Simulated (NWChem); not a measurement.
Species: CH₃BiF₂; SMILES [CH3][Bi]([F])[F]

```xyz
7

Bi     0.0816    -0.2043     0.2212
F      0.8941    -1.2488    -1.3251
F      0.6516     1.6388    -0.4268
C     -1.9175    -0.0542    -0.8011
H     -2.0189     0.9873    -1.1372
H     -2.7458    -0.3304    -0.1331
H     -1.8759    -0.7273    -1.6690
```
Atoms are numbered in this order, from 1.

Level: PBE0/def2-SVP with def2 effective core potentials on Bi (NWChem), optimised geometry, unscaled harmonic frequencies. def2 effective core potentials on Bi; no spin-orbit coupling.

List the harmonic frequencies with IR intensities, and the thermochemistry.


| frequency (cm⁻¹) | IR intensity (km/mol) |
|---|---|
| 72 | 0.1 |
| 153 | 0.1 |
| 162 | 9.3 |
| 179 | 10.8 |
| 484 | 30.0 |
| 578 | 68.0 |
| 588 | 50.6 |
| 711 | 8.9 |
| 721 | 11.7 |
| 1167 | 1.4 |
| 1411 | 9.6 |
| 1428 | 9.9 |
| 3066 | 2.1 |
| 3200 | 2.0 |
| 3204 | 0.0 |

The zero-point energy comes out as 24.5 kcal/mol and the thermal correction to the enthalpy at 298.15 K (with zero-point energy) is 29.0 kcal/mol. The heat capacity Cv comes out as 19.0 cal/(mol K) and the entropy at 298.15 K and 1 atm (symmetry number 1) comes out as 83.0 cal/(mol K).

Rigid rotor and harmonic oscillator; modes under 100 cm⁻¹ make the entropy uncertain.
